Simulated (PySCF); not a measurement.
Isomers of C5H6FO (doublet state), one GFN2-xTB conformer each. Single-point energies are computed at B3LYP/pcH-1 (PySCF, gas phase, no added dispersion term), electronic only. GFN2-xTB treats the open shell by occupation alone, and not every SCF solution was tested for stability.

Question: Rank them by B3LYP/pcH-1 energy, lowest first (kcal/mol).
A. `[F:1][C@@H:2]1[CH:3][CH2:4][O:5][CH:6]=[CH:7]1` (doublet state) with F1–C2–C3–C4 -96°, C2–C3–C4–O5 -33°, C3–C4–O5–C6 24°, C4–O5–C6–C7 -8°
B. `[CH2:1]=[C:2][C:3]1([F:4])[CH2:5][O:6][CH2:7]1` (doublet state) with C1–C2–C3–F4 0°
C. `[CH2:1]=[C:2][C:3](=[O:4])[CH2:5][CH2:6][F:7]` (doublet state) with C2–C3–C5–C6 180°, C3–C5–C6–F7 179°

Answer: A (0.0), C (5.4), B (36.4).

As drawn, the highest has a four-membered ring, which the lowest lacks. GFN2-xTB itself gives, in the same order: 0.0, 15.6, 35.5. Both levels put the same isomer lowest; measured from each level's own lowest isomer, the values differ by up to 10.2 kcal/mol (C=[C]C(=O)CCF: 15.6 against 5.4).
